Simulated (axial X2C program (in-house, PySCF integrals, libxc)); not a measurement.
The numbers below are computed, except where a source is named.
NaZn⁺: input and output

Program: an axial X2C code built on PySCF integrals.

The run was started with this input:
```json
{"zs": [30, 11], "q": 1, "bas": ["dyall-v3z", "dyall-v3z"], "levels": ["PBE0", "HF", "PBE", "r2SCAN0"], "cc": false, "r0": 2.73, "npts": 10, "nst": 2, "ntry": 6}
```
```bash
python so2c.py task.json out
```

Keys: zs atomic numbers; q charge; bas basis sets; levels methods; cc coupled cluster on or off; r0 starting distance in Å; npts points on the curve; nst determinants followed; ntry starts of the search. HF also brings MP2.

Output of the PBE0 step, two-component, at R = 3.013 Å for the state Ω = 0. It starts from the PBE0 orbitals of the search at 3.013 Å.

```
two-component X2C + atomic mean field  PBE0
basis functions 175  fitting functions 913  grid points 5088
iter        total energy     max residual
   1      -1957.378257844     7.35e-06
   2      -1957.378257843     1.27e-05
converged
one-electron -2838.68461378  Coulomb 909.95643190  exact exchange -21.06864737  xc functional -64.95115033  nuclear repulsion 57.95834039  atomic mean-field constant -0.58861865
```
Energies are in hartree; totals compare only within one Hamiltonian and basis.
